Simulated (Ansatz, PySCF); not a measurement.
C$_{3}$H$_{10}$GeO$_{2}$ (SMILES C[CH2][Ge]([CH3])([OH])[OH]), singlet, at a GFN2-xTB geometry, atoms displaced at random by about 0.03 Å a coordinate. Base run: PBE/STO-3G, gradient run with PySCF.

The PySCF input:
```python
from pyscf import gto, scf, dft

mol = gto.Mole()
mol.atom = '''
    C    -1.90217061   -1.80722694   -0.29989059
    C    -1.48926281   -0.49347122   -0.78781154
    Ge    0.23931587    0.22682287    0.02580347
    C     1.71592504   -1.06073536    0.15039354
    O     0.80551490    1.65097872   -0.90251515
    O    -0.03497995    0.96560604    1.58503513
    H    -1.14214095   -2.58122967   -0.47096766
    H    -2.15067618   -1.78464470    0.77860522
    H    -2.82653540   -2.14317834   -0.79683733
    H    -1.27321689   -0.56413824   -1.89824854
    H    -2.23487336    0.29224692   -0.64989950
    H     2.08997158   -1.21940824   -0.82713578
    H     2.59543754   -0.58352873    0.68267713
    H     1.40888791   -1.95264580    0.66522852
    H     0.76052738    2.38708233   -0.37661851
    H    -0.40071113    0.29915324    2.31723068
'''
mol.basis = 'sto-3g'
mol.verbose = 3
mol.build()

mf = dft.RKS(mol)
mf.xc = 'pbe'
mf.kernel()
g = mf.nuc_grad_method()
grad = g.kernel()
```

Programs used: Ansatz (a quantum-chemistry and plane-wave program), PySCF; a row that names a program was run with it.

The coordinate followed is x of atom 8.

The base run was repeated with changes; each row names its change, and settings that it needs were set with it.

```tsv
change	dE/dx (Eh/bohr)	net force (Eh/bohr)
base	-0.003332	0.000163
finite difference step (bohr) = 0.05; conv_tol = 1e-11	-0.003363	-
finite difference step (bohr) = 0.2; conv_tol = 1e-11	-0.003771	-
grid_response = on	-0.003335	0.000000
density fitting = on	-0.003329	0.000163
grids.level = 1; grid_response = off	-0.003330	0.000625
grids.level = 0; grid_response = on	-0.003457	0.000000
finite difference step (bohr) = 0.01; conv_tol = 1e-11	-0.003336	-
finite difference step (bohr) = 1e-5; conv_tol = 1e-11	-0.003335	-
grids.level = 0; grid_response = off	-0.003381	0.019681
code = ansatz	-0.003334	0.000000
conv_tol = 1e-4	-0.003316	0.000163
```

The net force is zero for an exact gradient.
